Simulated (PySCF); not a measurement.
**Two-dimensional NMR puzzle**

Compound of formula C₇H₁₃N. Correlations simulated from computed shifts and the bond graph:

HSQC (one-bond C–H):
```
  δH    δC
3.33  65.5
2.95  57.0
2.36  57.0
1.60  34.7
1.44  26.3
1.39  26.3
1.12  34.7
```

COSY cross peaks (H two or three bonds apart, from the bond graph; peaks can be absent where the dihedral angle is near 90°):
```
  δH    δH
3.33  1.60
3.33  1.12
2.95  2.36
2.95  1.44
2.95  1.39
2.36  1.44
2.36  1.39
1.60  1.44
1.60  1.39
1.60  1.12
1.44  1.39
1.44  1.12
1.39  1.12
```

HMBC (two and three bonds, from the bond graph):
```
  δH                      δC
3.33        57.0, 34.7, 26.3
2.95  65.5, 57.0, 34.7, 26.3
2.36  65.5, 57.0, 34.7, 26.3
1.60  65.5, 57.0, 34.7, 26.3
1.44        65.5, 57.0, 34.7
1.39        65.5, 57.0, 34.7
1.12  65.5, 57.0, 34.7, 26.3
```

[PySCF 2.14.0 with density-fitted response routines: PBE0/pcSseg-1 with gauge-including orbitals; geometry: PBE0-D3(BJ)/def2-SVP; averaged over atoms made equivalent by symmetry, fast rotation or ring inversion; single conformer; gas phase; non-relativistic]

Chemical shifts δ = σref − σ; TMS for ¹H (σref 31.27) and ¹³C (σref 184.41), all at this level.

Exchangeable hydrogens are left out of these lists.

Assemble the structure.

Answers

hexahydropyrrolizine.

Structure with atom numbers: `[CH2:1]1[CH2:2][CH:3]2[CH2:4][CH2:5][CH2:6][N:7]2[CH2:8]1`; H(Xn) means a hydrogen on atom n. Ha(C4), Ha(C5), Ha(C6) are cis to C2 on the ring; Ha(C1), Ha(C2), Ha(C8) are cis to C4 on the ring; Hb(C4), Hb(C5), Hb(C6) are trans to C2 on the ring; Hb(C1), Hb(C2), Hb(C8) are trans to C4 on the ring.

1. δC 65.5 is C3, an sp3 CH bonded to N (δH 3.33).
2. δC 57.0 is C6/C8, an sp3 CH2 bonded to N (δH 2.95, 2.36).
3. δC 34.7 is C2/C4, an sp3 CH2 in a ring (δH 1.12, 1.60).
4. δC 26.3 is C1/C5, an sp3 CH2 in a ring (δH 1.44, 1.39).
5. COSY links 3.33–1.60, 3.33–1.12, 2.95–2.36, 2.95–1.44, 2.95–1.39, 2.36–1.44.

The shifts were computed for this structure.

Shifts are as computed. Against solution values, carbons near 30 ppm lie about +2 ppm off and those near 130 ppm about +5 ppm. Of 1211 compounds with measured shifts, 218 miss one by over three times the rms of a fit or turn the order of signals round; such compounds aren't used in these exercises.
